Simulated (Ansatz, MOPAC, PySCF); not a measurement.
Dissociation curve of CH (cation, charge +1), singlet.

- UKS-PBE0 = unrestricted PBE0/cc-pVTZ in PySCF
- RKS-B3LYP/LANL2DZ = restricted B3LYP/LANL2DZ in PySCF
- PM6, restricted, heats of formation (MOPAC)
- FCI = full CI/cc-pVTZ, frozen core run with Ansatz (a first-principles code)

Energies relative to the lowest point of each curve near equilibrium, in eV:

```json
[
 {"R / Å": "0.85", "UKS-PBE0": "2.013", "RKS-B3LYP/LANL2DZ": "2.360", "PM6": "0.858"},
 {"R / Å": "0.92", "UKS-PBE0": "0.979", "RKS-B3LYP/LANL2DZ": "1.196", "PM6": "0.427"},
 {"R / Å": "1.10", "UKS-PBE0": "0.018", "RKS-B3LYP/LANL2DZ": "0.044", "PM6": "0.000"},
 {"R / Å": "1.14", "UKS-PBE0": "0.000", "RKS-B3LYP/LANL2DZ": "0.000", "PM6": "0.016"},
 {"R / Å": "1.18", "UKS-PBE0": "0.024", "RKS-B3LYP/LANL2DZ": "0.002", "PM6": "0.066"},
 {"R / Å": "1.20", "UKS-PBE0": "0.049", "RKS-B3LYP/LANL2DZ": "0.018", "PM6": "0.102"},
 {"R / Å": "1.35", "UKS-PBE0": "0.425", "RKS-B3LYP/LANL2DZ": "0.332", "PM6": "0.567"},
 {"R / Å": "1.70", "UKS-PBE0": "1.734", "RKS-B3LYP/LANL2DZ": "1.541", "PM6": "2.302"},
 {"R / Å": "2.06", "UKS-PBE0": "2.836", "RKS-B3LYP/LANL2DZ": "2.696", "PM6": "3.996"},
 {"R / Å": "2.51", "UKS-PBE0": "3.309", "RKS-B3LYP/LANL2DZ": "3.731", "PM6": "5.386"},
 {"R / Å": "4.00", "UKS-PBE0": "3.704", "RKS-B3LYP/LANL2DZ": "4.911", "PM6": "6.713"},
 {"R / Å": "4.52", "UKS-PBE0": "3.694", "RKS-B3LYP/LANL2DZ": "4.961", "PM6": "6.808"}
]
```

Problem. Predict the corresponding FCI column.

Solution. 0.85: 1.985; 0.92: 0.954; 1.10: 0.013; 1.14: 0.000; 1.18: 0.029; 1.20: 0.056; 1.35: 0.447; 1.70: 1.749; 2.06: 2.851; 2.51: 3.655; 4.00: 4.166; 4.52: 4.175 (eV).

The unrestricted determinant behind UKS-PBE0 is spin-contaminated at 0.85 to 4.52 Å (<S²> up to 1.0, against 0.00 for a pure singlet). At the longest distance UKS-PBE0 leaves fractional charges on the fragments, a sign of delocalisation error or of the restricted form. The restricted form behind RKS-B3LYP/LANL2DZ, PM6 keeps the bonding electrons paired and can't separate into open-shell fragments.
